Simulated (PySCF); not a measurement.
# Induced dipoles and field energies

C4H7NSi.
Atom-mapped SMILES: `[SiH3:1][n:2]1[cH:3][cH:4][cH:5][cH:6]1` (hydrogens: H7, H8, H9 on Si1; H10 on C3; H11 on C4; H12 on C5; H13 on C6)

Cartesian coordinates in Å at the GFN2-xTB level; atoms count from 1:
```
atom  x, y, z in Å
Si1    2.077    0.083    0.047
N2     0.331    0.018    0.041
C3    -0.446   -1.097    0.223
C4    -1.758   -0.767    0.084
C5    -1.804    0.619   -0.204
C6    -0.518    1.061   -0.225
H7     2.431    1.406    0.555
H8     2.577   -0.111   -1.317
H9     2.513   -0.993    0.932
H10    0.008   -2.042    0.445
H11   -2.599   -1.426    0.176
H12   -2.687    1.205   -0.370
H13   -0.129    2.044   -0.403
```

Level: PBE0/def2-SVPD (PySCF); nuclei fixed, core orbitals frozen in the response. Permanent dipole (1.445, 0.060, 0.054) D (1 au = 2.5417 D). Static polarisability (au):

```
x   96.01  0.87  0.93
y    0.87 77.57 -4.39
z    0.93 -4.39 57.11
```

Only the terms in μ and α are kept: μ(F) = μ + αF and ΔE = −μ·F − ½ F·αF.

Problem. What do fields of 0.051 V/Å (0.001 au) along the six axis directions do?

Solution. 
```json
{"field along": "+x", "induced x (D)": "0.244", "induced y (D)": "0.002", "induced z (D)": "0.002", "total size (D)": "1.691", "−μ·F (kJ/mol)": "-1.493", "−½F·αF (kJ/mol)": "-0.126"}
{"field along": "−x", "induced x (D)": "-0.244", "induced y (D)": "-0.002", "induced z (D)": "-0.002", "total size (D)": "1.203", "−μ·F (kJ/mol)": "+1.493", "−½F·αF (kJ/mol)": "-0.126"}
{"field along": "+y", "induced x (D)": "0.002", "induced y (D)": "0.197", "induced z (D)": "-0.011", "total size (D)": "1.471", "−μ·F (kJ/mol)": "-0.062", "−½F·αF (kJ/mol)": "-0.102"}
{"field along": "−y", "induced x (D)": "-0.002", "induced y (D)": "-0.197", "induced z (D)": "0.011", "total size (D)": "1.451", "−μ·F (kJ/mol)": "+0.062", "−½F·αF (kJ/mol)": "-0.102"}
{"field along": "+z", "induced x (D)": "0.002", "induced y (D)": "-0.011", "induced z (D)": "0.145", "total size (D)": "1.462", "−μ·F (kJ/mol)": "-0.056", "−½F·αF (kJ/mol)": "-0.075"}
{"field along": "−z", "induced x (D)": "-0.002", "induced y (D)": "0.011", "induced z (D)": "-0.145", "total size (D)": "1.447", "−μ·F (kJ/mol)": "+0.056", "−½F·αF (kJ/mol)": "-0.075"}
```

Problem. For the field (-0.0009, 0.0004, -0.0005) au, what is the induced dipole, and what angle does it make with the field?

Solution. αF = (-0.220, 0.082, -0.079) D, at 8.9° to the field. The polarisability along this direction, F·αF/F², is 87.23 au, against a mean of 76.90 au.

Problem. Which field along μ doubles the dipole in that direction (linear response)?

Solution. The polarisability along the dipole is 96.05 au, so F = 0.5694 au / 96.05 au = 0.0059 au = 0.30 V/Å; higher-order terms are ignored.

Problem. What field makes μF equal to kT at 200 K?

Solution. kT = 0.6334 × 10⁻³ Eh, so F = 0.00111 au = 5.72 MV/cm.

Problem. A unit point charge sits 14 Å away. Estimate the induction energy −αe²/2R⁴ with the mean polarisability, treating the molecule as a point.

Solution. R = 26.46 bohr, so the energy is −76.9/(2 × 26.46⁴) Eh = -0.206 kJ/mol. The charge–dipole term at its most favourable orientation, −μe/R², is -2.14 kJ/mol.

Geometry: GFN2-xTB; no solvent, vibrations or thermal averaging.

These values come from a run that also computed excited states. The run took 16 s on an x86-64 server with one thread, no GPU, shared host.
